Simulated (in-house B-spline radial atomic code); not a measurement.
# Ionising Re3+ with different functionals

Computed with a radial B-spline atomic code at the basis-set limit: four-component Dirac-Coulomb Hamiltonian, Fermi nucleus of rms radius 5.3698 fm, spin-restricted, spherical fractional occupations for the functionals, and exact exchange of hybrids averaged over the configuration. The ionisation energy is the difference of two self-consistent energies, [Xe] 4f14 5d4 → [Xe] 4f14 5d3, without Breit or QED terms; ε is the level of the shell that loses the electron (mean over j). The electron is taken from both j subshells in proportion to 2j + 1, so the result is a j average, not the step between ground levels.

| method | rung | ΔSCF (eV) | -ε(5d) (eV) |
| --- | --- | --- | --- |
| PBE0 | global hybrid | ? | ? |
| BHandHLYP | global hybrid | 39.16 | 36.36 |
| LC-wPBE | range-separated hybrid | 39.20 | 37.57 |
| CAM-B3LYP | range-separated hybrid | ? | ? |

Question: What does CAM-B3LYP give?

Answer: ΔSCF 39.37 eV, and -ε(5d) = 36.30 eV.

Question: What does PBE0 give?

Answer: ΔSCF 39.28 eV, and -ε(5d) = 34.74 eV.

Question: Among the functionals, which spreads more, the ΔSCF values or the orbital energies?

Answer: The orbital energies: ΔSCF values span about 0.21 eV and the orbital energies 2.83 eV; here energy differences depend much less on the functional than eigenvalues do.

Question: How do they compare with the NIST value?

Answer: NIST lists 39 eV ± 1.7 (tabulated theory, ground level to ground level). Errors run from +0.06 to +0.27 eV; all lie within about twice that uncertainty, so the table can't rank the methods.
